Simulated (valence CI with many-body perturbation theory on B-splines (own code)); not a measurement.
Values are calculated unless marked as measured or tabulated.
# Ladder of approximations for Ta XLIII

Method: valence CI with perturbative core correlation (CI+MBPT): three valence electrons over a frozen Dirac-Fock core [Ar] 3d10, a basis of 11 s, 11 p, 9 d, 7 f, 5 g, 2 h, 1 i functions for each j, with the one-electron correlation potential Σ1 (screened to all orders), the two-electron term Σ2, the three-electron term Σ3, Breit, model QED; selected single and double excitations, second order for the rest (own B-spline code, finite nucleus).

The last digits are not significant, and no measured levels were compared; by estimate large intervals hold to a few tenths of a per cent, small ones and those within an open d or f shell to about a per cent.

Each rung adds one term. CI alone is the Dirac-Coulomb CI over the frozen core; QED comes last and gives the full result, which names the levels. Energies are above (4s^2 4p1/2) J=1/2 on the same rung, in cm⁻¹.

Levels are named by their leading jj configuration (3d3/2^4 stands for four electrons in 3d with j = 3/2), which in mixed levels can hold well under half, so a name can repeat and another be missing. Letters in brackets count levels of one name in rising energy.

| Level | CI alone | + Σ1 | + Σ2 | + Σ3 | + Breit | Full |
| --- | --- | --- | --- | --- | --- | --- |
| (4s^2 4p3/2) J=3/2 | 741036 | 743077 | 743955 | 743965 | 735469 | 736315 |
| (4s 4p1/2^2) J=1/2 | 762055 | 761187 | 761896 | 761950 | 769521 | 759833 |
| (4s 4p1/2 4p3/2) J=3/2 [a] | 1396760 | 1397870 | 1402670 | 1402810 | 1401960 | 1393170 |
| (4s 4p1/2 4p3/2) J=5/2 | 1465280 | 1466410 | 1469240 | 1469330 | 1467770 | 1459060 |
| (4s 4p1/2 4p3/2) J=3/2 [b] | 1562880 | 1564010 | 1562890 | 1562930 | 1561440 | 1552900 |
| (4s 4p1/2 4p3/2) J=1/2 | 1587000 | 1588150 | 1583120 | 1583130 | 1582400 | 1573540 |
| (4s^2 4d3/2) J=3/2 | 2020300 | 2020590 | 2015080 | 2015110 | 2004010 | 2002600 |
| (4s^2 4d5/2) J=5/2 | 2110940 | 2112960 | 2115400 | 2115540 | 2102810 | 2099040 |
| (4s 4p3/2^2) J=5/2 | 2248320 | 2250430 | 2246630 | 2246610 | 2234850 | 2230070 |
| (4s 4p3/2^2) J=1/2 | 2324660 | 2327840 | 2326750 | 2326730 | 2317640 | 2309710 |
| (4p1/2^2 4p3/2) J=3/2 | 2330640 | 2330870 | 2328220 | 2328320 | 2334370 | 2316300 |
| (4s 4p3/2^2) J=3/2 | 2359150 | 2362290 | 2356690 | 2356670 | 2347220 | 2339410 |
| (4s 4p1/2 4d3/2) J=3/2 [a] | 2613480 | 2612710 | 2616240 | 2616460 | 2612660 | 2602020 |
| (4s 4p1/2 4d3/2) J=5/2 | 2669380 | 2668700 | 2670950 | 2671140 | 2666680 | 2656040 |
| (4s 4p1/2 4d3/2) J=1/2 | 2779940 | 2779250 | 2774540 | 2774610 | 2770730 | 2760170 |
| (4s 4p1/2 4d3/2) J=3/2 [b] | 2786950 | 2786360 | 2782210 | 2782270 | 2778130 | 2767440 |
| (4s 4p1/2 4d5/2) J=5/2 [a] | 2836910 | 2837010 | 2837080 | 2837230 | 2829940 | 2819640 |
| (4s 4p1/2 4d5/2) J=7/2 | 2878860 | 2878980 | 2878360 | 2878530 | 2870240 | 2860160 |
| (4s 4p1/2 4d5/2) J=3/2 | 2910670 | 2911390 | 2910310 | 2910440 | 2904870 | 2892470 |

(1) How does the ionisation energy move along the ladder, and which term matters most?

Results:

(1) CI alone 2115.0, + Σ1 2116.8, + Σ2 2116.8, + Σ3 2116.7, + Breit 2114.1, + QED 2114.1 eV. The largest step is Breit, -2.6 eV. NIST lists 2113 ± 4 eV (theoretical).
